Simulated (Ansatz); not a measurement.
Job for Ansatz (a quantum-chemistry and plane-wave program): R-B3LYP/def2-TZVPP on GeH2S (SMILES [SH][GeH]), atoms moved off the minimum.

Ansatz 0.2 input:
```yaml
crystal:
  periodic: [false, false, false]
  atoms:
    - {symbol: Ge, position_ang: [0.15529470, -0.50437676, 0.64592583]}
    - {symbol: H, position_ang: [0.64218291, -1.50710122, -0.62233046]}
    - {symbol: S, position_ang: [-0.40495203, 1.06616795, -0.99045386]}
    - {symbol: H, position_ang: [-0.82656731, 1.93134282, -0.01394684]}
basis:
  gaussian:
    orbitals: def2-TZVPP
hamiltonian:
  xc: {name: B3LYP}
scf: {lower_state_search: off}
output: {forces: true}
```

Output:

```
WARN ansatz: RAYON_NUM_THREADS=1 ignored (pool sized by the plan → 1); use --threads N
Functional definition: B3LYP
these checks for a lower state are left out or cut short: stability, starts, cluster_reference, orbital_swaps, neighbouring_geometries, increment
integrals: 0.04 GiB planned
803 factors; their error is unknown
mean field: 0.38 GiB planned
mean field evaluation 1: about -67386.8139 eV, gradient 2.4e1 eV
mean field evaluation 2: about -67381.6462 eV, gradient 4.8e1 eV
mean field evaluation 4: about -67388.1656 eV, gradient 1.9e0 eV
mean field evaluation 8: about -67388.3965 eV, gradient 3.8e-2 eV
mean field evaluation 16: about -67388.3965 eV, gradient 2.6e-6 eV
mean field -67388.39646055 eV, -2476.4778924295 hartree, gradient 2.6e-6 eV, S^2 0.000000; 0 other end points of the search recorded, 0 dependent functions left out
the calculation of the forces begins
reference -67388.39665838 eV, -2476.4778996996 hartree; 25, 25 occupied and 93, 93 virtual orbitals, 803 factors
Total energy: -67388.39665838 eV, -2476.4778996996 hartree
Atom 0 at     0.155295    -0.504377     0.645926 Å, force     0.095038    -0.008155    -1.689174 eV/Å
Atom 1 at     0.642183    -1.507101    -0.622330 Å, force    -0.229001     0.448660     0.835316 eV/Å
Atom 2 at    -0.404952     1.066168    -0.990454 Å, force     0.000029    -0.225481     1.502958 eV/Å
Atom 3 at    -0.826567     1.931343    -0.013947 Å, force     0.133934    -0.215024    -0.649100 eV/Å
Dipole moment:    -0.013658    -0.012892     0.329679 e Å
Checks for a lower state left out: stability, starts, cluster_reference, orbital_swaps, neighbouring_geometries, increment
```

The run converged.

Cost: very roughly 2.0 core-seconds.
